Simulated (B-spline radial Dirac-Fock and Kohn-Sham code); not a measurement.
## How the levels of tin move as electrons are removed

Method: relaxed Dirac-Fock hole states (ΔSCF) with Breit and QED corrections and a finite nucleus. Computed with a radial B-spline solver. Each ion is free and in its tabulated ground configuration. The model has no electron correlation.

Reference: Sn¹⁵⁺, [Ar] 3d10 4s2 4p5, with L1 4858.5 eV, M2 1130.5 eV, M4 864.5 eV, M5 855.9 eV, N1 466.6 eV. Shifts from it, in eV (a dash: the subshell is empty, belongs to an open shell averaged over j, or its hole state is left out as unreliable):

| ion | configuration | L1 | M2 | M4 | M5 | N1 |
| --- | --- | --- | --- | --- | --- | --- |
| Sn¹⁶⁺ | [Ar] 3d10 4s2 4p4 | +38.9 | +35.9 | +36.4 | +36.4 | +27.2 |
| Sn¹⁷⁺ | [Ar] 3d10 4s2 4p3 | +78.8 | – | +73.6 | +73.5 | +54.9 |
| Sn¹⁸⁺ | [Ar] 3d10 4s2 4p2 | +119.5 | +109.8 | +111.5 | +111.4 | +83.0 |
| Sn¹⁹⁺ | [Ar] 3d10 4s2 4p1 | +161.2 | +147.9 | +150.2 | +150.0 | +111.6 |
| Sn²⁰⁺ | [Ar] 3d10 4s2 | +203.8 | +186.6 | +189.6 | +189.4 | +140.6 |
| Sn²¹⁺ | [Ar] 3d10 4s1 | +246.6 | +226.9 | +230.4 | +230.2 | +174.3 |
| Sn²²⁺ | [Ar] 3d10 | +291.2 | +267.9 | +272.0 | +271.7 | – |
